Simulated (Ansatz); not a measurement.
A nudged elastic band was laid between two geometries of Cl₃FGaH (6 atoms, charge 0, multiplicity 1).

Computed with RKS B3LYP-D4/def2-SVP in Ansatz 0.2.0.

* movable images: 9
* climbing image: yes
* spring: 5.0 eV/Å²
* optimiser: quadratic models (default)
* start path: through a guess of the saddle point
* force threshold: 0.03 eV/Å
* iteration limit: 38
* end points: relaxed

First end point:

```xyz
6
Properties=species:S:1:pos:R:3
Ga 0.010 -0.003 0.073
Cl 0.009 0.372 2.231
Cl 1.870 0.178 -0.970
Cl -1.864 0.101 -0.956
F 0.059 -2.091 0.725
H 0.062 -1.869 1.647
```

Last end point:

```xyz
6
Properties=species:S:1:pos:R:3
Ga 0.019 -0.475 -0.275
Cl 0.021 0.005 2.352
Cl 1.879 0.329 -0.950
Cl -1.878 0.249 -0.935
F 0.058 -2.128 0.381
H 0.048 -1.292 2.177
```

(1) Which bonds break or form, and what moves?

(2) Give the energies along the band, and the barrier.

(3) What is the geometry of the highest image?

(4) What are the harmonic wavenumbers there?

Results:

(1) Bonds broken: F5–H6. Bonds formed: Cl2–H6.

(2) The run converged. The highest image is number 6 of 0 to 10, 10.1 kcal/mol above the first end and 1.8 kcal/mol above the last; the last end lies 8.3 kcal/mol above the first. A vibrational analysis at the climbing image gives one clearly imaginary mode, 400i cm⁻¹: a first-order saddle point. The orbitals stay closed-shell, which can raise the energy where a bond breaks towards radicals; this wasn't checked here.

```csv
image,path coordinate (Å),energy (kcal/mol),F5–H6 (Å),Cl2–H6 (Å)
0,0.00,0.0,0.95,2.32
1,0.14,0.2,0.96,2.14
2,0.28,1.0,0.97,1.98
3,0.41,3.0,1.00,1.83
4,0.55,6.0,1.07,1.69
5,0.69,9.0,1.19,1.56
6,0.83,10.1,1.34,1.45
7,0.96,9.6,1.50,1.38
8,1.10,8.8,1.65,1.34
9,1.24,8.4,1.82,1.32
10,1.37,8.3,1.98,1.31
```

(3) 
```xyz
6
Properties=species:S:1:pos:R:3
Ga 0.017 -0.334 -0.121
Cl 0.024 0.007 2.310
Cl 1.894 0.240 -0.956
Cl -1.887 0.164 -0.941
F 0.052 -2.040 0.655
H 0.047 -1.349 1.802
```

(4) 400i, 88, 116, 143, 149, 266, 395, 473, 527, 786, 799, 1579 cm⁻¹.

Time of the run: 3.8 min on 2 threads of Arm Neoverse V1, with other jobs on the host, peak memory 0.27 GiB.
